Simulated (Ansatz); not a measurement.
Species: ZnF2, net charge 1, doublet state. The spin state was set by rule; other spins were not relaxed. 
Coordinates optimised at B3LYP-D3(BJ)/def2-TZVP (Ansatz, a program for electronic structure):
```xyz
3

Zn     0.0000     0.0000     0.0000
F      0.0000     0.0000    -1.7790
F      0.0000     0.0000     1.7790
```
Charge +1, spin multiplicity 2.

Total electronic energies in hartree. Cores are frozen in the correlated levels unless marked. Open shells are spin-unrestricted. No spin-orbit coupling. Frozen are the shells of the preceding noble gas and the d and f shells that filled before the atom's block. Non-relativistic. Basis-set limits of correlation are two-point, X^-3; Hartree-Fock from the larger set. The bracket is a focal-point correction in the basis named.

```tsv
level	program	energy (Eh)
HF/def2-SVPD	Ansatz	-1975.90892
HF/def2-TZVPPD	Ansatz	-1976.38921
HF/def2-QZVPPD	Ansatz	-1976.44246
RI-HF/def2-QZVPPD	Ansatz	-1976.44233
SVWN5/def2-TZVPD	Ansatz	-1974.61172
PBE-D4/def2-TZVPD	Ansatz + dftd4	-1978.31674
BLYP-D4/def2-TZVPD	Ansatz + dftd4	-1978.85226
BLYP/def2-TZVPD	Ansatz	-1978.85048
B97M-V/def2-TZVPD	Ansatz	-1978.32951
PBE0-D3(BJ)/def2-TZVP	Ansatz + dftd3	-1978.30384
BHLYP-D3(BJ)/def2-TZVPD	Ansatz + dftd3	-1978.61701
r2SCANh/def2-TZVPD	Ansatz	-1978.63141
B2PLYP-D4/def2-TZVPD	Ansatz + dftd4	-1978.32103
PBE-QIDH/def2-TZVPD	Ansatz	-1977.98524
MP2/def2-SVPD	Ansatz	-1976.54795
MP2/def2-TZVPP	Ansatz	-1977.31120
RI-MP2/CBS(def2-TZVPPD,def2-QZVPPD)	Ansatz	-1977.5031
SCS-MP2/def2-TZVPP	Ansatz	-1977.24565
SCS-MP2/def2-TZVPPD	Ansatz	-1977.25373
CCSD/def2-SVP	Ansatz	-1976.49257
CCSD(T)/6-31G*	Ansatz	-1976.55239
RI-MP2/CBS(def2-TZVPPD,def2-QZVPPD)+[CCSD(T)-MP2]/def2-SVPD	Ansatz	-1977.5111
RI-MP2/CBS(def2-TZVPPD,def2-QZVPPD)+[CCSD(T)-MP2]/def2-TZVPPD	Ansatz	-1977.4962
```

Totals of different functionals don't rank their quality; only differences between species are comparable.
